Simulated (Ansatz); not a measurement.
Cartesian coordinates in Å:
```
C -0.2201 1.6202 0.1651
Se 1.3338 0.5154 -0.2896
Si 0.2362 -1.4415 -0.2591
Cl -0.6576 -1.7823 1.5534
Cl 1.6044 -2.9035 -0.6430
H -0.5908 1.3514 1.1515
H 0.1374 2.6481 0.1713
H -0.9991 1.5105 -0.5865
H -0.8443 -1.5184 -1.2630
```

The species carries charge 0 and has multiplicity 1.

List the CAM-B3LYP/def2-TZVPP orbital energies in eV (the Gaussian-basis code of Ansatz). (Best estimate.)

Computed: Occupied: -12352.98, -2764.69, -2764.63, -1803.39, -1582.17, -1420.39, -1420.35, -1420.30, -279.91, -259.48, -259.42, -214.76, -198.53, -198.46, -198.39, -198.39, -198.33, -198.32, -158.89, -158.78, -158.60, -147.72, -103.10, -103.07, -103.00, -59.70, -59.69, -59.53, -59.45, -59.43, -25.52, -24.79, -23.22, -19.87, -16.46, -14.07, -13.97, -13.23, -13.05, -12.27, -11.34, -11.03, -10.95, -10.70, -9.89, -8.37. Lowest empty: 0.46, 1.18, 1.57, 1.90, 2.35, 2.99, 3.63, 3.94.
